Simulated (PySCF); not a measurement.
## Excitation energy of Cl²⁺ by level of theory

Cl²⁺ [Ne] 3s2 3p3 (4S) → Cl²⁺ [Ne] 3s2 3p2 4s1 (4P), as a difference of total energies. All numbers are calculated (PySCF 2.14, the spin-free X2C one-electron Hamiltonian (Gaussian nucleus), in x2c-TZVPPall with one added diffuse shell each of s, p, d type (6s6p4d1f, 51 functions)). Correlated levels: valence: [Ne] frozen. The calculations carry no spin-orbit coupling.

```tsv
method	excitation energy (eV)
UHF	21.538
MP2 (valence)	21.729
SCS-MP2 (valence)	21.646
CCSD (valence)	21.645
CCSD(T) (valence)	21.626
```

**Question.** How much does correlation contribute at CCSD(T) (valence)?

**Answer.** 21.626 − (21.538) = 0.088 eV, measured against UHF.

A first-order spin-orbit estimate (lowest level to lowest level, LS coupling) adds -0.084 eV.

The promoted electron is Rydberg-like, and one or two diffuse shells describe it only roughly, which tends to raise the upper state.

The coupled-cluster amplitudes are large for the upper state (T1 above 0.03 or a double amplitude above 0.15), so a single reference is strained.
